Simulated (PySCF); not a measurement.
Assignment exercise: C6H10N2O

Atom-mapped SMILES (the numbers label the heavy atoms): `[CH3:1][c:2]1[n:3][n:4][c:5]([CH:6]([CH3:7])[CH3:8])[o:9]1` (H(Xn): hydrogen on atom n).

Computed data (PySCF 2.14.0 with density-fitted response routines): GIAO PBE0/pcSseg-1 shieldings, geometry from GFN2-xTB. In vacuum, averaged over atoms made equivalent by symmetry, fast rotation or ring inversion, non-relativistic Hamiltonian, one computed conformer.

Chemical shifts δ = σref − σ; ¹³C, ¹H vs TMS, all at this level.

(1) Assign these signals to the numbered atoms. ¹³C{¹H} NMR (computed): δ 180.5 (C), 167.2 (C), 30.7 (CH), 25.1 (CH3), 13.5 (CH3).

(2) Assign these signals to the numbered atoms. ¹H NMR (400 MHz, computed): δ 2.99 (sept, 1H), 2.59 (s, 3H), 1.46 (d, 6H).

Results:

(1) 
```tsv
δ (ppm)	atoms	environment	reason
180.5	C5	substituted aromatic carbon next to the ring oxygen	–
167.2	C2	substituted aromatic carbon next to the ring oxygen	–
30.7	C6	sp3 CH on an aromatic ring	a saturated carbon with 3 carbon neighbours and no heteroatom attached
25.1	C7/C8	methyl carbon	saturated and bonded to C and H only
13.5	C1	methyl carbon on an aromatic ring	saturated and bonded to C and H only
```

(2) 
| δ (ppm) | atoms | environment | reason |
| --- | --- | --- | --- |
| 2.99 | H(C6) | hydrogen on an sp3 CH on an aromatic ring | benzylic-type position, deshielded by the ring |
| 2.59 | H(C1) | hydrogen on a methyl carbon on an aromatic ring | benzylic-type position, deshielded by the ring |
| 1.46 | H(C7)/H(C8) | hydrogen on a methyl carbon | – |

Shifts are as computed. Against solution values, carbons near 30 ppm lie about +3 ppm off and those near 130 ppm about +5 ppm. Of 1211 compounds with measured shifts, 218 miss one by over three times the rms of a fit or turn the order of signals round; such compounds aren't used in these exercises. Multiplicities follow the n + 1 count of equivalent neighbours, as no J values were calculated; m marks all less simple cases, F and P coupling included.
